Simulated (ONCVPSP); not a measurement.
## How hard is this lutetium ONCV potential?

lutetium (Lu), optimised norm-conserving Vanderbilt (ONCV), made with ONCVPSP 4.0.1 (PBE, scalar-relativistic). Core [Kr] 4d10, reference 4f14 5s2 5p6 5d1 6s2. Waves: 5s+6s: rc 1.85 bohr, ncon 5, nbas 9, qcut 5.2 1/bohr, 2 projectors; 5p: rc 1.30 bohr, ncon 3, nbas 6, qcut 5.8 1/bohr, 2 projectors, debl 3.9 Ha; 5d: rc 3.40 bohr, ncon 4, nbas 8, qcut 5.2 1/bohr, 3 projectors, debl 1.3 Ha; 4f: rc 0.85 bohr, ncon 4, nbas 8, qcut 16.6 1/bohr, 2 projectors, debl 2.3 Ha. Local part: polynomial inside 0.75 bohr (lpopt 2, dvloc0 6 Ha). Core correction: none.

Problem. For each optimised wave give the share of its norm inside rc, the residual kinetic energy above qcut (Ha) and the cutoffs (Ha) for errors of 10, 1, 0.1 and 0.01 mHa per electron.

Solution.

```json
{"wave": "5s", "norm inside rc": "0.944", "residual KE": "1.2e-03", "10 mHa": "9.7", "1 mHa": "14.6", "0.1 mHa": "59.8", "0.01 mHa": "69.6"}
{"wave": "6s", "norm inside rc": "0.051", "residual KE": "4.2e-04", "10 mHa": "4.3", "1 mHa": "11.9", "0.1 mHa": "23.4", "0.01 mHa": "66.1"}
{"wave": "5p", "norm inside rc": "0.474", "residual KE": "5.5e-03", "10 mHa": "14.3", "1 mHa": "54.4", "0.1 mHa": "91.6", "0.01 mHa": "not reached"}
{"wave": "p projector 2", "norm inside rc": "0.067", "residual KE": "5.7e-03", "10 mHa": "14.6", "1 mHa": "30.8", "0.1 mHa": "65.2", "0.01 mHa": "121.5"}
{"wave": "5d", "norm inside rc": "0.701", "residual KE": "6.7e-09", "10 mHa": "5.8", "1 mHa": "7.8", "0.1 mHa": "9.3", "0.01 mHa": "10.6"}
{"wave": "d projector 2", "norm inside rc": "0.373", "residual KE": "7.4e-07", "10 mHa": "7.3", "1 mHa": "9.1", "0.1 mHa": "10.6", "0.01 mHa": "11.9"}
{"wave": "d projector 3", "norm inside rc": "0.172", "residual KE": "4.8e-06", "10 mHa": "8.4", "1 mHa": "10.3", "0.1 mHa": "11.7", "0.01 mHa": "13.7"}
{"wave": "4f", "norm inside rc": "0.723", "residual KE": "2.9e-03", "10 mHa": "127.1", "1 mHa": "236.4", "0.1 mHa": "382.3", "0.01 mHa": "598.6"}
{"wave": "f projector 2", "norm inside rc": "0.074", "residual KE": "9.7e-04", "10 mHa": "118.5", "1 mHa": "137.8", "0.1 mHa": "216.2", "0.01 mHa": "382.7"}
```

The occupied waves need 236 Ha and 382 Ha for 1 and 0.1 mHa. Note: no bound ghost flagged; GHOST(+) flagged for s at 55.9 eV, p at 300.4 eV. 1 of 4 tests not solved or not reliable.
